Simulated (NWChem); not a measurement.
System: N₂H₄Se; SMILES N[Se]N

NWChem input:

```
start job
memory heap 200 mb stack 900 mb global 1100 mb
geometry units angstroms
  Se     0.120414    -0.050086     0.314531
  N      0.154650     1.519595    -0.647139
  H     -0.765509     1.889334    -0.858339
  H      0.713649     1.469128    -1.491542
  N     -0.696867    -1.294016    -0.769267
  H     -0.183287    -1.494606    -1.620151
  H     -1.662464    -1.074464    -0.986950
end
basis spherical
  * library def2-svp
end
dft
  xc xpbe96 cpbe96
  disp vdw 4
  iterations 150
end
driver
  maxiter 120
end
task dft optimize
task dft freq
```

Excerpt of the output:

```
             Northwest Computational Chemistry Package (NWChem) 7.3.0
             --------------------------------------------------------

 C2V symmetry detected

                             Geometry "geometry" -> ""
                             -------------------------

 Output coordinates in angstroms (scale by  1.889725989 to convert to a.u.)

  No.       Tag          Charge          X              Y              Z
 ---- ---------------- ---------- -------------- -------------- --------------
    1 Se                  34.0000     0.00000000     0.00000000     0.42746906
    2 N                    7.0000    -1.47108831     0.00000000    -0.67969088
    3 H                    1.0000    -1.54959355    -0.83147872    -1.25456897
    4 H                    1.0000    -1.54959355     0.83147872    -1.25456897
    5 N                    7.0000     1.47108831     0.00000000    -0.67969088
    6 H                    1.0000     1.54959355     0.83147872    -1.25456897
    7 H                    1.0000     1.54959355    -0.83147872    -1.25456897

 Effective nuclear repulsion energy (a.u.)     195.7403109697

      Symmetry information
      --------------------

 Group name             C2v
 Group number             16
 Group order               4
 No. of unique centers     3

                                Z-matrix (autoz)
                                --------

 Units are Angstrom for bonds and degrees for angles

      Type          Name      I     J     K     L     M      Value
      ----------- --------  ----- ----- ----- ----- ----- ----------
    1 Stretch                  1     2                       1.84117
    2 Stretch                  1     5                       1.84117
    3 Stretch                  2     3                       1.01391
    4 Stretch                  2     4                       1.01391
    5 Stretch                  5     6                       1.01391
    6 Stretch                  5     7                       1.01391
    7 Bend                     1     2     3               113.75449
    8 Bend                     1     2     4               113.75449
    9 Bend                     1     5     6               113.75449
   10 Bend                     1     5     7               113.75449
   11 Bend                     2     1     5               106.06882
   12 Bend                     3     2     4               110.18461
   13 Bend                     6     5     7               110.18461
   14 Torsion                  2     1     5     6          63.63494
   15 Torsion                  2     1     5     7         -63.63494
   16 Torsion                  3     2     1     5          63.63494
   17 Torsion                  4     2     1     5         -63.63494

  pbe96 is a nonlocal functional; adding pw91lda local functional.

                           NWChem Geometry Optimization
                           ----------------------------

 maximum gradient threshold         (gmax) =   0.000450
 rms gradient threshold             (grms) =   0.000300
 maximum cartesian step threshold   (xmax) =   0.001800
 rms cartesian step threshold       (xrms) =   0.001200
 fixed trust radius                (trust) =   0.300000
 source of zmatrix                         =   autoz

          -------------------
          Energy Minimization
          -------------------

 Using diagonal initial Hessian
 Scaling for Hessian diagonals: bonds = 1.00  angles = 0.25  torsions = 0.10

          --------
          Step   0

                                 NWChem DFT Module
                                 -----------------

[...]

      ----------------------
      Optimization converged
      ----------------------

  Step       Energy      Delta E   Gmax     Grms     Xrms     Xmax
  ---- ---------------- -------- -------- -------- -------- --------
@    6   -2512.57206799 -2.6D-08  0.00001  0.00000  0.00029  0.00061
                                     ok       ok       ok       ok

                                Z-matrix (autoz)
                                --------

 Units are Angstrom for bonds and degrees for angles

      Type          Name      I     J     K     L     M      Value     Gradient
      ----------- --------  ----- ----- ----- ----- ----- ---------- ----------
    1 Stretch                  1     2                       1.85825   -0.00001
    2 Stretch                  1     5                       1.85825   -0.00001
    3 Stretch                  2     3                       1.02733   -0.00000
    4 Stretch                  2     4                       1.02733   -0.00000
    5 Stretch                  5     6                       1.02733   -0.00000
    6 Stretch                  5     7                       1.02733   -0.00000
    7 Bend                     1     2     3               113.41228   -0.00000
    8 Bend                     1     2     4               113.41228   -0.00000
    9 Bend                     1     5     6               113.41228   -0.00000
   10 Bend                     1     5     7               113.41228   -0.00000
   11 Bend                     2     1     5               110.68775   -0.00000
   12 Bend                     3     2     4               109.88541   -0.00000
   13 Bend                     6     5     7               109.88541   -0.00000
   14 Torsion                  2     1     5     6          63.12798   -0.00000
   15 Torsion                  2     1     5     7         -63.12798    0.00000
   16 Torsion                  3     2     1     5          63.12798   -0.00000
   17 Torsion                  4     2     1     5         -63.12798    0.00000

                         Geometry "geometry" -> "geometry"
                         ---------------------------------

 Output coordinates in angstroms (scale by  1.889725989 to convert to a.u.)

  No.       Tag          Charge          X              Y              Z
 ---- ---------------- ---------- -------------- -------------- --------------
    1 Se                  34.0000     0.00000000     0.00000000     0.38865012
    2 N                    7.0000    -1.52855992     0.00000000    -0.66804406
    3 H                    1.0000    -1.62202604    -0.84094867    -1.25068765
    4 H                    1.0000    -1.62202604     0.84094867    -1.25068765
    5 N                    7.0000     1.52855992     0.00000000    -0.66804406
    6 H                    1.0000     1.62202604     0.84094867    -1.25068765
    7 H                    1.0000     1.62202604    -0.84094867    -1.25068765

 Effective nuclear repulsion energy (a.u.)     193.4923777977

[...]

 Rotational Constants
 --------------------
 A=   0.508617 cm-1  (  0.731770 K)
 B=   0.213678 cm-1  (  0.307428 K)
 C=   0.158533 cm-1  (  0.228089 K)

 Temperature                      =   298.15K
 frequency scaling parameter      =   1.0000

 Zero-Point correction to Energy  =   31.869 kcal/mol  (  0.050787 au)
 Thermal correction to Energy     =   34.801 kcal/mol  (  0.055460 au)
 Thermal correction to Enthalpy   =   35.394 kcal/mol  (  0.056403 au)

 Total Entropy                    =   68.428 cal/mol-K
   - Translational                =   40.010 cal/mol-K (mol. weight = 110.9557)
   - Rotational                   =   22.665 cal/mol-K (symmetry #  =        2)
   - Vibrational                  =    5.753 cal/mol-K

 Cv (constant volume heat capacity) =   15.659 cal/mol-K
   - Translational                  =    2.979 cal/mol-K
   - Rotational                     =    2.979 cal/mol-K
   - Vibrational                    =    9.701 cal/mol-K

[normal modes left out]

 ----------------------------------------------------------------------------
 Normal Eigenvalue ||           Projected Infra Red Intensities
  Mode   [cm**-1]  || [atomic units] [(debye/angs)**2] [(KM/mol)] [arbitrary]
 ------ ---------- || -------------- ----------------- ---------- -----------
    1       -0.000 ||    0.003842           0.089         3.746       1.370
    2       -0.000 ||    0.003548           0.082         3.458       1.264
    3        0.000 ||    0.000818           0.019         0.797       0.292
    4        0.000 ||    0.000255           0.006         0.248       0.091
    5        0.000 ||    0.002452           0.057         2.391       0.874
    6        0.000 ||    0.003893           0.090         3.796       1.388
    7      235.575 ||    0.002378           0.055         2.319       0.848
    8      397.940 ||    0.000000           0.000         0.000       0.000
    9      446.332 ||    0.073241           1.690        71.399      26.105
   10      459.853 ||    0.368300           8.497       359.037     131.271
   11      535.621 ||    0.008822           0.204         8.600       3.144
   12      706.083 ||    0.013785           0.318        13.438       4.913
   13      746.910 ||    0.052352           1.208        51.036      18.660
   14      950.290 ||    0.004143           0.096         4.039       1.477
   15      961.898 ||    0.000000           0.000         0.000       0.000
   16     1495.780 ||    0.014147           0.326        13.791       5.042
   17     1508.064 ||    0.013673           0.315        13.329       4.873
   18     3408.160 ||    0.001604           0.037         1.564       0.572
   19     3410.064 ||    0.000645           0.015         0.628       0.230
   20     3517.815 ||    0.021289           0.491        20.754       7.588
   21     3523.028 ||    0.000000           0.000         0.000       0.000
 ----------------------------------------------------------------------------
```

Level: PBE-D3(BJ)/def2-SVP. This build's default masses of Se (78.918 u) and Br (79.917 u) are each other's, which moves their modes by up to 0.6 %.
